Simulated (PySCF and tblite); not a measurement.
C6H9FO, numbered as in [CH:1]#[C:2][C@H:3]([F:4])[C@H:5]([CH3:6])[O:7][CH3:8].

The ensemble was built from 90 distance-geometry starts (ETKDG and KDG, MMFF94s, GFN2-xTB) and rests on PBE0-D3(BJ)/def2-SVP geometries. Free energies are B3LYP-D3(BJ)/def2-TZVP (IEF-PCM, chloroform) single points with GFN2-xTB rigid-rotor and vibrational terms (modes under about 100 cm⁻¹ blended into free rotors). Symmetry numbers and mirror images are counted. Conformers within 2.5 kcal/mol (GFN2-xTB free energy) were kept, 4 at most. Couplings: B3LYP/pcSseg-1 with pcJ-1 on H, F (gas phase; spin-dipole term only for pairs with B, N, F, Si or P). Couplings are for ¹⁹F, ¹H. (PySCF 2.14, tblite 0.8.)

Torsions listed: F4–C3–C5–O7, C3–C5–O7–C8.

| conformer | shape | weight % |
| --- | --- | --- |
| 1 | 62°, -150° | 34.6 |
| 2 | 61°, -87° | 31.0 |
| 3 | 178°, -73° | 22.7 |
| 4 | 171°, -169° | 11.7 |

Dihedral angles along the coupling paths:

```csv
coupling,conformer,dihedral (°)
"³J(F4,H5)",1,-55
"³J(F4,H5)",2,-59
"³J(F4,H5)",3,58
"³J(F4,H5)",4,54
"³J(H3,H5)",1,-171
"³J(H3,H5)",2,-175
"³J(H3,H5)",3,-58
"³J(H3,H5)",4,-62
```

Problem. What are these vicinal couplings in each conformer, and averaged?

Solution. 
```tsv
coupling	conformer	dihedral (°)	J (Hz)	average (Hz)
³J(F4,H5)	1	-55	14.9	10.1
³J(F4,H5)	2	-59	12.1	10.1
³J(F4,H5)	3	58	2.2	10.1
³J(F4,H5)	4	54	6.2	10.1
³J(H3,H5)	1	-171	9.2	7.9
³J(H3,H5)	2	-175	8.9	7.9
³J(H3,H5)	3	-58	5.6	7.9
³J(H3,H5)	4	-62	5.4	7.9
```

For its torsions the set is small; conformers may be missing.

Computed couplings to fluorine can be off by tens of per cent at such levels.
